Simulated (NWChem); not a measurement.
All runs are NWChem calculations. System: H$_{3}$Si$_{2}$, charge 0, spin multiplicity 2, at a geometry optimised with UPBE0/def2-SVP. The structure started from a generated list of species. Its SCF solution wasn't tested for a lower state. Level: UCAM-B3LYP/def2-TZVP.

Input file:

```
start mol
memory heap 200 mb stack 900 mb global 1100 mb
geometry units angstroms nocenter noautoz noautosym
  Si    -0.539844    -1.109562     0.033408
  Si     0.381217     0.975789    -0.035732
  H      0.847623    -1.708052    -0.219451
  H      1.803007     1.346295     0.265732
  H     -0.429862     2.234581    -0.013742
end
basis spherical
  * library def2-tzvp
end
dft
  xc xcamb88 1.00 lyp 0.81 vwn_5 0.19 hfexch 1.00
  cam 0.33 cam_alpha 0.19 cam_beta 0.46
  odft
  mult 2
  direct
  iterations 100
end
task dft energy
```

Output (cleaned and shortened):

```
             Northwest Computational Chemistry Package (NWChem) 7.3.0
             --------------------------------------------------------

                                NWChem Input Module
                                -------------------

 Scaling coordinates for geometry "geometry" by  1.889725989
 (inverse scale =  0.529177249)

                             Geometry "geometry" -> ""
                             -------------------------

 Output coordinates in angstroms (scale by  1.889725989 to convert to a.u.)

  No.       Tag          Charge          X              Y              Z
 ---- ---------------- ---------- -------------- -------------- --------------
    1 Si                  14.0000    -0.53984400    -1.10956200     0.03340800
    2 Si                  14.0000     0.38121700     0.97578900    -0.03573200
    3 H                    1.0000     0.84762300    -1.70805200    -0.21945100
    4 H                    1.0000     1.80300700     1.34629500     0.26573200
    5 H                    1.0000    -0.42986200     2.23458100    -0.01374200

 Effective nuclear repulsion energy (a.u.)      67.8123466112

            Nuclear Dipole moment (a.u.)
            ----------------------------
        X                 Y               Z
 ---------------- ---------------- ----------------
    -0.0000188973     0.0000037795     0.0000056692


 Summary of "ao basis" -> "" (spherical)
 ------------------------------------------------------------------------------
       Tag                 Description            Shells   Functions and Types
 ---------------- ------------------------------  ------  ---------------------
 *                         def2-tzvp                  on all atoms

                                 NWChem DFT Module
                                 -----------------

 Summary of "ao basis" -> "ao basis" (spherical)
 ------------------------------------------------------------------------------
       Tag                 Description            Shells   Functions and Types
 ---------------- ------------------------------  ------  ---------------------
[...]
    57      0.278230  2 Si pz                41      0.228869  2 Si s

   alpha - beta orbital overlaps
   -----------------------------

   alpha      1      2      3      4      5      6      7      8      9     10
    beta      1      2      3      4      5      6      7      8      9     10
 overlap   1.000  1.000  1.000  1.000  0.996  0.999  0.997  0.953  0.981  0.972

   alpha     11     12     13     14     15     16     17     18     19     20
    beta     11     12     13     14     15     16     17     18     19     20
 overlap   0.998  0.999  0.999  0.998  0.988  0.990  0.979  0.990  0.988  0.988

   alpha     21     22     23     24     25     26     27     28     29     30
    beta     21     22     23     25     24     27     26     28     29     30
 overlap   0.989  0.889  0.855  0.926  0.975  0.753  0.776  0.944  0.988  0.984

   alpha     31     32     33     34     35     36     37     38     39     40
    beta     31     32     33     34     35     36     37     38     39     40
 overlap   0.995  0.993  0.992  0.994  0.996  0.996  0.989  0.989  0.999  1.000

   alpha     41     42     43     44     45     46     47     48     49     50
    beta     41     42     43     44     45     46     47     48     49     50
 overlap   0.999  1.000  0.963  0.975  0.984  0.987  0.989  0.988  0.983  0.990

   alpha     51     52     53     54     55     56     57     58     59     60
    beta     51     52     53     54     55     56     57     58     59     60
 overlap   0.977  0.976  0.980  0.967  0.963  0.986  0.992  0.991  0.768  0.769

   alpha     61     62     63     64     65     66     67     68     69     70
    beta     61     62     63     64     65     66     67     68     69     70
 overlap   0.996  0.800  0.796  0.993  0.998  0.999  0.999  1.000  1.000  0.999

   alpha     71     72     73     74     75     76     77     78     79     80
    beta     71     72     73     74     75     76     77     78     79     80
 overlap   0.997  0.997  0.998  0.998  0.999  0.999  0.998  1.000  1.000  1.000

   alpha     81     82     83     84     85     86     87     88     89     90
    beta     81     82     83     84     85     86     87     88     89     90
 overlap   1.000  1.000  1.000  1.000  0.998  0.998  1.000  1.000  1.000  1.000

   alpha     91     92
    beta     91     92
 overlap   1.000  1.000

     --------------------------
     Expectation value of S2:
     --------------------------
      <S2> =      0.7768 (Exact =     0.7500)

 center of mass
 --------------
 x =  -0.07048346 y =  -0.05943963 z =  -0.00103253

 moments of inertia (a.u.)
 ------------------
         253.580084781556         -96.829293845834           2.090889754633
         -96.829293845834          58.960075668326           4.664402764954
           2.090889754633           4.664402764954         311.205871498472

     Multipole analysis of the density
     ---------------------------------

     L   x y z        total         alpha         beta         nuclear
     -   - - -        -----         -----         ----         -------
     0   0 0 0     -0.000000    -16.000000    -15.000000     31.000000

     1   1 0 0      0.187928      0.037246      0.150701     -0.000019
     1   0 1 0      0.338607     -0.093757      0.432360      0.000004
     1   0 0 1     -0.037781      0.216582     -0.254368      0.000006

     2   2 0 0    -23.317436    -31.184661    -28.802933     36.670158
     2   1 1 0     -0.292921    -25.008746    -23.896081     48.611906
     2   1 0 1      0.267779      0.007212      0.775452     -0.514885
     2   0 2 0    -22.468901    -85.008512    -81.336400    143.876011
     2   0 1 1     -0.229975      0.120205      0.739752     -1.089932
     2   0 0 2    -20.595178    -13.129960     -8.009667      0.544449

 Task  times  cpu:       62.0s     wall:       62.0s

 Total times  cpu:       62.1s     wall:       62.1s
```
